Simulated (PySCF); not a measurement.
I₃Pb (SMILES [I][Pb-]([I])[I]), charge -1, singlet, geometry from GFN2-xTB (such geometries of metal compounds can be far from the true shape) (core potentials on I, Pb); DF-TPSSH/def2-SVP run with PySCF.

PySCF was given this input:
```python
from pyscf import gto, scf, dft

mol = gto.M(
    atom='''
Pb   -0.00801113   -0.00941235    0.81054775
I     0.42898299   -2.52528977   -0.44320013
I     1.98287322    1.63760001   -0.37950125
I    -2.39946163    0.90225226   -0.43135362
''',
    basis='def2-svp',
    ecp={'I': 'def2-svp', 'Pb': 'def2-svp'},
    charge=-1,
    verbose=4,
)

mf = dft.RKS(mol)
mf.xc = 'tpssh'
mf = mf.density_fit(auxbasis='def2-universal-jkfit')
mf.kernel()
```

Problem. What does PySCF print? Leave out banner, timings and long lists.

Solution. 
```
PySCF version 2.14.0

[INPUT] verbose = 4
[INPUT] num. atoms = 4
[INPUT] num. electrons = 98
[INPUT] charge = -1
[INPUT] spin (= nelec alpha-beta = 2S) = 0
[INPUT] symmetry False subgroup None
[INPUT] Mole.unit = angstrom
[INPUT] Symbol           X                Y                Z      unit          X                Y                Z       unit  Magmom
[INPUT]  1 Pb    -0.008011130000  -0.009412350000   0.810547750000 AA   -0.015138841648  -0.017786763689   1.531713258382 Bohr   0.0
[INPUT]  2 I      0.428982990000  -2.525289770000  -0.443200130000 AA    0.810660363197  -4.772106050466  -0.837526864072 Bohr   0.0
[INPUT]  3 I      1.982873220000   1.637600010000  -0.379501250000 AA    3.747087325534   3.094615520485  -0.717153426430 Bohr   0.0
[INPUT]  4 I     -2.399461630000   0.902252260000  -0.431353620000 AA   -4.534325327102   1.705009666670  -0.815140204640 Bohr   0.0

nuclear repulsion = 530.207128487009
number of shells = 40
number of NR pGTOs = 244
number of NR cGTOs = 104
basis = def2-svp
ecp = {'I': 'def2-svp', 'Pb': 'def2-svp'}

******** <class 'pyscf.df.df_jk.DFRKS'> ********
method = DFRKS
initial guess = minao
damping factor = 0
level_shift factor = 0
DIIS = <class 'pyscf.scf.diis.CDIIS'>
diis_start_cycle = 1
diis_space = 8
diis_damp = 0
SCF conv_tol = 1e-09
SCF conv_tol_grad = None
SCF max_cycles = 50
direct_scf = False
XC library pyscf.dft.libxc version 7.1.2
    S. Lehtola, C. Steigemann, M. J. T. Oliveira, and M. A. L. Marques,  SoftwareX 7, 1–5 (2018)
XC functionals = tpssh
    V. N. Staroverov, G. E. Scuseria, J. Tao, and J. P. Perdew,  J. Chem. Phys. 119, 12129 (2003)
radial grids:
    Treutler-Ahlrichs [JCP 102, 346 (1995); DOI:10.1063/1.469408] (M4) radial grids

becke partition: Becke, JCP 88, 2547 (1988); DOI:10.1063/1.454033
pruning grids: <function nwchem_prune>
grids dens level: 3
symmetrized grids: False
atomic radii adjust function: <function treutler_atomic_radii_adjust>
small_rho_cutoff = 0
Set gradient conv threshold to 3.16228e-05
Initial guess from minao.
tot grids = 89104
******** <class 'pyscf.df.df.DF'> ********
auxbasis = def2-universal-jkfit
init E= -966.7333976044
  HOMO = -1.86516345632731  LUMO = -1.61293486008919  gap/eV = 6.86349
cycle= 1 E= -1081.20000673461  delta_E= -114  |g|= 5.33  |ddm|= 19.9
  HOMO = 0.241528144593883  LUMO = 0.280581190356877  gap/eV = 1.06269
cycle= 2 E= -1081.91553019341  delta_E= -0.716  |g|= 4.34  |ddm|= 14.7
  HOMO = -0.090824458666444  LUMO = 0.0783123756508912  gap/eV = 4.60245
cycle= 3 E= -1085.67626814842  delta_E= -3.76  |g|= 0.742  |ddm|= 7.24
  HOMO = -0.0737310803366494  LUMO = 0.0434033956037938  gap/eV = 3.18739
cycle= 4 E= -1085.73075208559  delta_E= -0.0545  |g|= 0.668  |ddm|= 2.68
  HOMO = -0.0661324584625875  LUMO = 0.0894347188404403  gap/eV = 4.23320
cycle= 5 E= -1085.90364132431  delta_E= -0.173  |g|= 0.161  |ddm|= 1.31
  HOMO = -0.0758087180114737  LUMO = 0.0703910575659057  gap/eV = 3.97830
cycle= 6 E= -1085.91246696994  delta_E= -0.00883  |g|= 0.0444  |ddm|= 0.307
  HOMO = -0.0771412910674929  LUMO = 0.0715000904360279  gap/eV = 4.04474
cycle= 7 E= -1085.91313381789  delta_E= -0.000667  |g|= 0.00764  |ddm|= 0.072
  HOMO = -0.0770240620201212  LUMO = 0.0717798388746793  gap/eV = 4.04916
cycle= 8 E= -1085.91315471274  delta_E= -2.09e-05  |g|= 0.00145  |ddm|= 0.0124
  HOMO = -0.0769609081428078  LUMO = 0.0719010098358623  gap/eV = 4.05074
cycle= 9 E= -1085.91315562252  delta_E= -9.1e-07  |g|= 0.000173  |ddm|= 0.0035
  HOMO = -0.0769586107374334  LUMO = 0.0719004082093715  gap/eV = 4.05066
cycle= 10 E= -1085.91315563371  delta_E= -1.12e-08  |g|= 4.79e-05  |ddm|= 0.000464
  HOMO = -0.0769619474226273  LUMO = 0.0718950975710859  gap/eV = 4.05061
cycle= 11 E= -1085.91315563473  delta_E= -1.02e-09  |g|= 3.36e-06  |ddm|= 9.85e-05
  HOMO = -0.0769621288437703  LUMO = 0.0718951832637442  gap/eV = 4.05061
cycle= 12 E= -1085.91315563474  delta_E= -8.64e-12  |g|= 2.36e-06  |ddm|= 1.12e-05
  HOMO = -0.0769620610540178  LUMO = 0.0718952082479909  gap/eV = 4.05061
Extra cycle  E= -1085.91315563474  delta_E= -4.55e-12  |g|= 3.28e-06  |ddm|= 1.17e-05
converged SCF energy = -1085.91315563474
```
